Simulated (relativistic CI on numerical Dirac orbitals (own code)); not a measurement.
Calculated levels, Nd44+

Method of calculation: Dirac-Coulomb-Breit CI, orbitals from a KLI potential per configuration, a model potential for QED, unscaled Slater integrals (own radial code, finite nucleus).

Configuration list (outside the closed core [Ne]): 3s2.3p4, 3s.3p5, 3s2.3p3.3d, 3p6, 3s.3p4.3d, 3p5.3d, 3s.3p3.3d2, 3s2.3p2.3d.4p, 3p5.4s, 3s.3p3.3d.4s, 3p5.4p, 3s2.3p3.4s, 3s2.3p3.4p, 3p4.3d.4p, 3s2.3p3.4d, 3s.3p4.4s, 3s2.3p3.4f, 3s.3p4.4p, 3s.3p4.4d, 3s.3p4.4f, 3s2.3p3.5s, 3s2.3p3.5p, 3s2.3p2.4s.4p, 3s2.3p3.5d, 3s2.3p3.5f, 3s2.3p3.5g, 3s.3p3.4s2, 3s.3p4.5s, 3s2.3p2.3d2, 3s2.3p.3d3, 3s.3p2.3d3, 3s2.3p.3d2.4s, 3s2.3p.3d2.4p, 3s2.3p.3d2.4d, 3p4.3d2, 3p3.3d3, 3p3.3d2.4s, 3p3.3d2.4p, 3p3.3d2.4d, 3s2.3p2.3d.4s, 3s.3p2.3d2.4s, 3s2.3p.3d.4s2, 3s2.3p.3d.4s.4p, 3s2.3p.3d.4s.4d, 3p4.3d.4s, 3p3.3d.4s2, 3p3.3d.4s.4p, 3p3.3d.4s.4d, 3s2.3p2.4s2, 3s.3p2.3d.4s2, 3s2.3p.4s2.4p, 3s2.3p.4s2.4d, 3s2.3p2.4p2, 3s2.3p.3d.4p2, 3s.3p2.3d.4p2, 3s2.3p.4s.4p2, 3s2.3p.4p3, 3s2.3p.4p2.4d, 3s.3p3.4s.4p, 3s.3p2.3d.4s.4p, 3s.3p2.4s2.4p, 3s.3p2.4s.4p2, 3s.3p2.4s.4p.4d. Double excitations out of closed p, d and f shells are left out; levels of such configurations are missing from the list, as are those of other unlisted configurations, and high levels can miss mixing partners. These lack a partner that the ground configuration has and come out too high: 3s2.3p3.4f, 3s.3p4.4p, 3s.3p4.4d, 3s.3p4.4f, 3s2.3p3.5s.

The lowest level is 3s2.3p4 3P_2, with 70 % of that term; Hund's rules for 3s2.3p4 give 3P with J = 2, in agreement.

```
No.  Configuration  Term  J  E (cm⁻¹)   %  Landé g      jj configuration (%)
  1        3s2.3p4    3P  2         0  70    1.345              3p3/2^2 (99)
  2        3s2.3p4    1S  0    121635  60                       3p3/2^2 (98)
  3        3s2.3p4    3P  1   1016803  98    1.494        3p1/2 3p3/2^3 (98)
  4        3s2.3p4    1D  2   1080080  69    1.139        3p1/2 3p3/2^3 (98)
  5     3s2.3p3.3d   3F°  2   1442716  30    1.051          3p3/2 3d3/2 (97)
  6     3s2.3p3.3d   5D°  1   1485141  29    1.156          3p3/2 3d3/2 (95)
  7     3s2.3p3.3d   3P°  0   1493481  56                   3p3/2 3d3/2 (97)
  8     3s2.3p3.3d   3F°  3   1494737  28    1.132          3p3/2 3d3/2 (92)
  9     3s2.3p3.3d   3F°  4   1708913  46    1.271          3p3/2 3d5/2 (98)
 10     3s2.3p3.3d   3P°  2   1715304  30    1.283          3p3/2 3d5/2 (87)
 11     3s2.3p3.3d   3D°  3   1865425  33    1.166          3p3/2 3d5/2 (87)
 12     3s2.3p3.3d   3D°  1   1924781  36    1.050          3p3/2 3d5/2 (91)
 13         3s.3p5   3P°  2   2114348  75    1.452           3s 3p3/2^3 (75)
 14        3s2.3p4    3P  0   2143759  60                       3p3/2^4 (97)
 15         3s.3p5   1P°  1   2240870  33    1.166           3s 3p3/2^3 (62)
 16     3s2.3p3.3d   3F°  2   2405102  45    1.022  3p1/2 3p3/2^2 3d3/2 (96)
 17     3s2.3p3.3d   5D°  0   2409587  48           3p1/2 3p3/2^2 3d3/2 (94)
 18     3s2.3p3.3d   3D°  1   2415504  50    0.948  3p1/2 3p3/2^2 3d3/2 (89)
 19     3s2.3p3.3d   3F°  3   2453845  36    1.096  3p1/2 3p3/2^2 3d3/2 (93)
 20     3s2.3p3.3d   3G°  4   2515650  51    1.058  3p1/2 3p3/2^2 3d3/2 (98)
 21     3s2.3p3.3d   3F°  2   2589357  59    0.849  3p1/2 3p3/2^2 3d3/2 (93)
 22     3s2.3p3.3d   3D°  3   2637130  58    1.350  3p1/2 3p3/2^2 3d5/2 (91)
 23     3s2.3p3.3d   5D°  4   2651849  50    1.284  3p1/2 3p3/2^2 3d5/2 (98)
 24     3s2.3p3.3d   3D°  3   2700972  47    1.151  3p1/2 3p3/2^2 3d3/2 (84)
 25     3s2.3p3.3d   3D°  1   2711566  40    0.967  3p1/2 3p3/2^2 3d5/2 (79)
 26     3s2.3p3.3d   3P°  2   2722788  36    1.272  3p1/2 3p3/2^2 3d3/2 (82)
 27     3s2.3p3.3d   3P°  0   2728254  46           3p1/2 3p3/2^2 3d5/2 (87)
 28     3s2.3p3.3d   3F°  4   2728427  70    1.177  3p1/2 3p3/2^2 3d5/2 (97)
 29     3s2.3p3.3d   3G°  5   2751533  99    1.192  3p1/2 3p3/2^2 3d5/2 (99)
 30     3s2.3p3.3d   3P°  1   2751968  42    1.583  3p1/2 3p3/2^2 3d3/2 (71)
```

Energies count from the lowest computed level; ° marks odd parity. Filled j subshells are mostly left out of the jj labels.

The mean weight of the leading LS term, summed over parents, in these 30 levels is 51 %, and that of the leading jj configuration (from the same eigenvectors) 91 %, so jj coupling describes them better and the LS labels are nominal.

At this charge energies of transitions that change n are usually good to better than 1 %, and those within a shell (Δn = 0) to a few per cent.

LS names give the leading component of a level, which can be under half, so a name can repeat, a term be missing and a line seem to break the LS rules.
